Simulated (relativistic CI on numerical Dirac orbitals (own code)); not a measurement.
## Electric-dipole lines of Pr XXXVII

Method of calculation: Dirac-Coulomb-Breit CI, orbitals from a KLI potential per configuration, QED by a radiative potential, unscaled Slater integrals (own radial code, finite nucleus).

Configurations in the expansion (outside the closed core [Ne]): 3s²3p⁶3d⁵, 3s²3p⁵3d⁶, 3s²3p⁴3d⁷, 3s3p⁶3d⁶, 3p⁶3d⁷, 3s3p⁵3d⁷, 3s²3p⁶3d⁴4s, 3s²3p⁶3d⁴4p, 3s²3p⁴3d⁶4s, 3s²3p⁶3d⁴4d, 3s²3p⁴3d⁶4p, 3s²3p⁵3d⁵4s, 3s²3p⁶3d⁴4f, 3s3p⁵3d⁶4s, 3s²3p⁵3d⁵4p, 3s3p⁵3d⁶4p, 3s²3p⁶3d³4s², 3s3p⁶3d⁵4s, 3s²3p⁶3d³4s4p, 3p⁶3d⁶4p. Levels of other configurations are missing.

```
λ vac (Å)                   Lower                    Upper   A (s⁻¹)        gf  Branching (%)
   32.305   3s²3p⁶3d⁵ ²I11/2 [13]   3s²3p⁵3d⁶ ²G°9/2 [189]  9.21e+11  1.44e+00           47.4
   32.870   3s²3p⁶3d⁵ ²I13/2 [17]  3s²3p⁵3d⁶ ²H°11/2 [187]  2.36e+12  4.58e+00           80.7
   32.983    3s²3p⁶3d⁵ ⁴G11/2 [5]   3s²3p⁵3d⁶ ²H°9/2 [163]  1.05e+12  1.72e+00           50.3
   33.534    3s²3p⁶3d⁵ ²G9/2 [31]   3s²3p⁵3d⁶ ²F°7/2 [208]  1.79e+12  2.42e+00           79.4
   33.645    3s²3p⁶3d⁵ ⁴G11/2 [5]   3s²3p⁵3d⁶ ⁴F°9/2 [158]  7.68e+11  1.30e+00           46.1
   33.862   3s²3p⁶3d⁵ ²H11/2 [28]  3s²3p⁵3d⁶ ²H°11/2 [198]  1.23e+12  2.54e+00           77.1
   33.910     3s²3p⁶3d⁵ ²F7/2 [9]   3s²3p⁵3d⁶ ²D°5/2 [162]  1.13e+12  1.17e+00           53.4
   33.953  3s²3p⁵3d⁶ ⁴I°15/2 [54]   3s²3p⁴3d⁷ ⁴H13/2 [383]  1.54e+12  3.74e+00           69.8
   34.167     3s²3p⁶3d⁵ ⁴G7/2 [3]   3s²3p⁵3d⁶ ⁴F°7/2 [155]  4.81e+11  6.73e-01           24.5
   34.591     3s²3p⁶3d⁵ ⁴G9/2 [6]   3s²3p⁵3d⁶ ⁴F°7/2 [155]  8.12e+11  1.17e+00           41.3
   35.172   3s²3p⁶3d⁵ ²I13/2 [17]  3s²3p⁵3d⁶ ²I°13/2 [164]  7.90e+11  2.05e+00           86.8
   43.033     3s²3p⁶3d⁵ ⁴G9/2 [6]   3s²3p⁵3d⁶ ⁴F°7/2 [100]  5.73e+11  1.27e+00           84.6
   43.342   3s²3p⁶3d⁵ ²I13/2 [17]  3s²3p⁵3d⁶ ²H°11/2 [126]  5.40e+11  1.83e+00           71.4
   43.434     3s²3p⁶3d⁵ ⁶S5/2 [1]    3s²3p⁵3d⁶ ⁶P°3/2 [60]  5.44e+11  6.15e-01           94.6
   43.536     3s²3p⁶3d⁵ ⁴G9/2 [6]    3s²3p⁵3d⁶ ⁴G°9/2 [95]  3.61e+11  1.03e+00           51.7
   43.931     3s²3p⁶3d⁵ ⁶S5/2 [1]    3s²3p⁵3d⁶ ⁶P°5/2 [56]  5.56e+11  9.65e-01           94.3
   44.052    3s²3p⁶3d⁵ ⁴G11/2 [5]   3s²3p⁵3d⁶ ⁴G°11/2 [86]  5.80e+11  2.02e+00           95.4
   45.132   3s²3p⁶3d⁵ ²I11/2 [13]  3s²3p⁵3d⁶ ²I°11/2 [106]  3.81e+11  1.40e+00           71.2
   45.261     3s²3p⁶3d⁵ ⁶S5/2 [1]    3s²3p⁵3d⁶ ⁴D°7/2 [49]  3.36e+11  8.25e-01           98.1
   45.966   3s²3p⁶3d⁵ ²I13/2 [17]  3s²3p⁵3d⁶ ²I°13/2 [105]  3.39e+11  1.50e+00           84.8
```

Terms are leading LS components. Brackets give the number of a level in order of energy, since labels repeat. The list gives strong lines, with weight on those to low levels, without lines whose two gauges differ by over a factor of 2.5, among the lowest 400 of 9879 levels, so that lines to higher ones, which can be the strongest, are missing. Levels whose partners in the same complex of configurations lie outside the list can be far off, and so can their lines. Rates are taken at the computed energies, electric ones in the length gauge.

At this charge energies of transitions that change n are usually good to better than 1 %, and those within a shell (Δn = 0) to a few per cent. Terms inside the open d or f shell come out 10 to 20 % too wide with unscaled integrals.

LS names give the leading component of a level, which can be under half, so a name can repeat, a term be missing and a line seem to break the LS rules.
